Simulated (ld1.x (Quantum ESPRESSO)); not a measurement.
**Which change was made? (Ar, PAW)**

ld1.x (Quantum ESPRESSO) 7.5 input, shortened:

```
&input
   title='Ar', zed=18., rel=0, dft='REVPBE', iswitch=3,
   config='[Ne] 3s2 3p5'
 /
 &inputp
   pseudotype=3, lpaw=.true., tm=.true., lloc=-1, rcloc=0.85,
   nlcc=.true., new_core_ps=.true.,
   which_augfun='PSQ', rmatch_augfun_nc=.true.
 /
4
3S  1  0   2.00   0.00  1.25  1.40  0.0
3S  1  0   0.00   1.10  1.25  1.40  0.0
3P  2  1   5.00   0.00  0.95  1.10  0.0
3P  2  1   0.00  -0.90  0.95  1.10  0.0
 &test
   configts(1)='3s2 3p5'
 /
```

Cutoffs, loose and tight: the cutoffs (Ry, on a coarse ladder) from which the occupation-weighted sum of valence levels, in a spherical-Bessel basis at the reference potential, stays within 10 and 1 mRy of its value at 400 Ry. They do not see the model core or the augmentation charge, which bear on the density cutoff. Test errors are all-electron minus pseudo excitation energies from the reference, over the configurations 3s2 3p6; 3s2 3p4; 3s2 3p3; 3s2 3p5.5; 3s1 3p6; 3s2 3p2; variants that change the core or the reference have their own tests. The largest error is taken over the tests solved by every variant that gives reliable tests at all, those not shown here included: 3s1 3p6; 3s2 3p3; 3s2 3p4; 3s2 3p5.5; 3s2 3p6.

The base gives: outcome: generated; cutoff, loose: 21 Ry; cutoff, tight: 80 Ry; bound ghosts: none; largest test error (meV): -12.

After one change the result is: outcome: generated; cutoff, loose: 35 Ry; cutoff, tight: 80 Ry; bound ghosts: none; largest test error (meV): -14. Which change was it?
A. waves 3s (bound): rcut 1.02, rcutus 1.08 bohr; 3s channel at 1.1 Ry: rcut 1.02, rcutus 1.08 bohr
B. reference 3s2 3p6
C. all radii but the core radius scaled by about 1.42 (s 1.98, p 1.56 bohr, rcut 1.76/1.34); local potential all-electron potential smoothed inside 1.20 bohr (lloc = -1)

A. The others give: reference 3s2 3p6 → outcome: generated; cutoff, loose: 21 Ry; cutoff, tight: 80 Ry; bound ghosts: none; largest test error (meV): -54 | all radii but the core radius scaled by about 1.42 (s 1.98, p 1.56 bohr, rcut 1.76/1.34); local potential all-electron potential smoothed inside 1.20 bohr (lloc = -1) → outcome: generated; cutoff, loose: 30 Ry; cutoff, tight: 35 Ry; bound ghosts: none; largest test error (meV): -5.7.
